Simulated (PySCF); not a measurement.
C2H7FSi3, SMILES F[SiH2][Si@H]1C=C[SiH2]1.

Geometry optimised at PBE0-D3(BJ)/def2-SVP. The structure was generated by enumeration; whether it is a known compound was not checked. The values are those of a single conformer.

Two levels are set side by side: TDDFT-PBE/def2-SVPD (PySCF) and TDDFT-M06-2X/def2-SVPD (PySCF). Vertical, same geometry. The lowest singlet is HOMO→LUMO 93 % with PBE and HOMO→LUMO 87 % with the other functional; states are paired by order. Differences are taken from unrounded values.

```
quantity                               TDDFT-M06-2X  TDDFT-PBE  TDDFT-PBE minus TDDFT-M06-2X
-------------------------------------  ------------  ---------  ----------------------------
lowest singlet excitation (eV)                 5.21       4.53                         -0.67
lowest triplet excitation (TDA) (eV)           4.43       4.01                         -0.42
first bright state (f over 0.05) (eV)          6.55       5.87                         -0.68
its oscillator strength                        0.26       0.07                         -0.18
```

A lower first singlet is the usual sign of a functional without exact exchange. Differences between two approximate levels are no errors against the true value.

Rough cost on one machine, each run with all the roots and properties that it gave: TDDFT-M06-2X against TDDFT-PBE about 20 times.
